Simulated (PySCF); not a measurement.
# Two-dimensional NMR puzzle

Compound of formula C5H4FN. Correlations simulated from computed shifts and couplings:

HSQC (one-bond C–H):
```csv
δH,δC,"$^{1}J$(C,H) (Hz)"
8.43,159.0,189
7.79,149.9,170
7.13,129.1,173
6.89,117.2,175
```

COSY cross peaks (|J| ≥ 2 Hz):
```csv
δH,δH,abs. J (Hz),bonds
8.43,7.13,5.4,3
7.79,7.13,8.0,3
7.79,6.89,9.2,3
```

HMBC (two and three bonds, |J| ≥ 2.5 Hz):
```csv
δH,δC [abs. J in Hz]
8.43,"176.7 [13.1], 149.9 [7.6], 129.1 [9.2]"
7.79,"176.7 [10.8], 159.0 [8.5]"
7.13,"159.0 [4.7], 117.2 [7.7]"
6.89,129.1 [6.4]
```

Carbons without hydrogens: δ 176.7.

PySCF 2.14.0 with density-fitted response routines calculation with geometry: PBE0-D3(BJ)/def2-SVP, shielding tensors at B3LYP/pcSseg-2 (GIAO) and B3LYP/pcJ-1 coupling constants (spin–dipole term only in couplings to heteroatoms); no solvent, no relativistic terms, one computed conformer.

Scale: $^{1}$H (σref 31.39) and $^{13}$C (σref 179.19) vs TMS (reference shieldings calculated alike).

Exchangeable hydrogens are left out of these lists, and C,H couplings along chains are those of one rotamer, so weak HMBC peaks may be missing or extra.

**Question.** Work out the connectivity.

**Answer.** 2-fluoropyridine (c1(F)ccccn1).

Atoms are numbered as in `[F:1][c:2]1[cH:3][cH:4][cH:5][cH:6][n:7]1`. Hydrogens are named by the atom that carries them.

1. δC 176.7 is C2, an aromatic carbon bearing fluorine.
2. δC 159.0 is C6, an aromatic CH next to a ring nitrogen (δH 8.43).
3. δC 149.9 is C4, an aromatic CH (δH 7.79).
4. δC 129.1 is C5, an aromatic CH (δH 7.13).
5. δC 117.2 is C3, an aromatic CH (δH 6.89).
6. HMBC from δH 8.43 reaches the proton-free carbon C2.
7. HMBC from δH 7.79 reaches the proton-free carbon C2.
8. COSY links 8.43–7.13, 7.79–7.13, 7.79–6.89.

The shifts were computed for this structure.

Common functionals overestimate the size of one-bond C–F couplings by tens of Hz; these are unscaled. Unscaled 3J(H,H) at this level run about 10 % above measured values. Shifts are as computed. Against solution values, carbons near 30 ppm lie about +3 ppm off and those near 130 ppm about +8 ppm. Of 1211 compounds with measured shifts, 218 miss one by over three times the rms of a fit or turn the order of signals round; such compounds aren't used in these exercises.
